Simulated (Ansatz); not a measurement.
The first iterations of a band of ClH3O2Sn + FH (9 atoms, charge 0, multiplicity 1).

Level of theory: Ansatz 0.2.0, RKS PBE0/def2-SVP.

```yaml
movable_images: 3
climbing_image: no
spring: 5.0 eV/Å²
optimiser: quadratic models (default)
start_path: through a guess of the saddle point
force_threshold: 0.05 eV/Å
iteration_limit: 60
end_points: relaxed
```

Initial state:

```xyz
9
Properties=species:S:1:pos:R:3
Sn -0.038 0.035 -0.029
Cl -0.113 -0.138 2.362
O 1.807 -0.263 -0.635
H 1.889 -1.185 -0.912
H -0.851 1.386 -0.636
O -0.975 -1.623 -0.564
H -1.154 -2.200 0.188
F 1.225 2.103 1.094
H 1.080 1.667 1.910
```

Final state:

```xyz
9
Properties=species:S:1:pos:R:3
Sn 0.337 0.228 -0.450
Cl -0.999 0.422 2.846
O 1.701 -0.187 -1.788
H 2.168 -1.006 -1.579
H -0.687 1.460 -0.993
O -0.352 -1.486 0.200
H -0.772 -1.362 1.066
F 1.297 0.952 1.123
H 0.176 0.763 2.354
```

| iteration | highest image above the first end (eV) | largest band force component (eV/Å) |
| --- | --- | --- |
| 1 | 2.101 | 5.015 |
| 2 | 1.346 | 3.023 |
| 3 | 1.053 | 1.406 |
| 4 | 0.804 | 0.552 |
| 5 | 0.716 | 0.446 |
| 6 | 0.692 | 0.172 |
| 7 | 0.683 | 0.113 |
| 8 | 0.671 | 0.124 |

Question: Does the band converge within its limit, and where does its top end?

Answer: The forces met the threshold. It ended after 26 iterations with the highest image 0.439 eV above the first end. No image climbed, so the highest image needn't sit at the top of the path. So few images can step over the top or miss a turn of the path. The orbitals stay closed-shell, which can raise the energy where a bond breaks towards radicals; this wasn't checked here.

The run took 3.4 min on 2 threads of Intel(R) Xeon(R) Platinum 8488C (Sapphire Rapids), with other jobs on the host, peak memory 0.28 GiB.
